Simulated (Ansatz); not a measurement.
`C=N[SiH](O)F` + `O[SiH](F)CS` → `O[Si@H](F)[Si@H](O)F` + `C=NCS`  (formal exchange of groups at the Si–N bond)

Isolated molecules relaxed with PBE0-D4/def2-TZVP in Ansatz; ΔE leaves out vibrations. CCSD(T)/CBS adds triple-zeta CCSD(T) − MP2 to the extrapolated MP2 energy (def2 sets, frozen cores). DFT in def2-TZVPP. B3LYP here is the variant with VWN-RPA as its local correlation; programs differ in this. One conformer a species, not always the lowest.

| level | ΔE (kJ/mol) | difference from CCSD(T)/CBS |
| --- | --- | --- |
| PBE-D4 | 115.6 | -26.2 |
| r2SCAN-D4 | 137.7 | -4.1 |
| PBE0-D4 | 127.6 | -14.2 |
| B3LYP-D4 | 133.2 | -8.6 |
| ωB97X-V | 134.3 | -7.5 |
| ωB97M-V | 146.7 | 4.9 |
| B2PLYP | 138.3 | -3.5 |
| PBE | 114.0 | -27.8 |
| r2SCAN | 137.5 | -4.3 |
| PBE0 | 126.4 | -15.4 |
| B3LYP | 130.6 | -11.2 |
| HF/def2-TZVPP | 152.0 | 10.2 |
| MP2/def2-TZVPP | 147.6 | 5.8 |
| SCS-MP2/def2-TZVPP | 143.7 | 1.9 |
| CCSD/def2-TZVPP | 142.4 | 0.6 |
| CCSD(T)/def2-TZVPP | 140.2 | -1.6 |
| HF/def2-QZVPP | 152.8 | 11.0 |
| MP2/def2-QZVPP | 148.9 | 7.1 |
| SCS-MP2/def2-QZVPP | 145.0 | 3.2 |
| HF/CBS(def2) | 153.0 | 11.2 |
| MP2/CBS(def2) | 149.2 | 7.4 |
| CCSD/CBS(def2) | 144.0 | 2.2 |
| CCSD(T)/CBS | 141.8 | 0 |

Largest T1 diagnostic among the species: 0.013.

From PBE to PBE0 (25 % exact exchange), in def2-TZVPP and without D4, ΔE moves by +12.4 kJ/mol. In def2-TZVPP, CCSD(T) changes the Hartree–Fock value by −11.8 kJ/mol (the triples alone add −2.3 kJ/mol) and MP2 by −4.3 kJ/mol.
